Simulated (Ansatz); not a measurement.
## Ansatz (development build ahead of 0.2.0) run

```yaml
crystal:
  periodic: [false, false, false]
  atoms:
    - { symbol: "Y", position_ang: [0.00791, -0.00629, -0.35389] }
    - { symbol: O, position_ang: [0.01959, 0.0458, 1.48213] }
basis:
  gaussian: { orbitals: STO-3G }
magnetization:
  spin_polarized: true
  initial_magnetization: 1
hamiltonian:
  xc: hf
```

The input is written out in the form of the current development build from the run's settings.

Results

```json
{
  "Converged": "yes",
  "Total energy": "-3371.25645 hartree",
  "Spin squared of the determinant": "1.153"
}
```

Caution: the unrestricted determinant is spin contaminated.
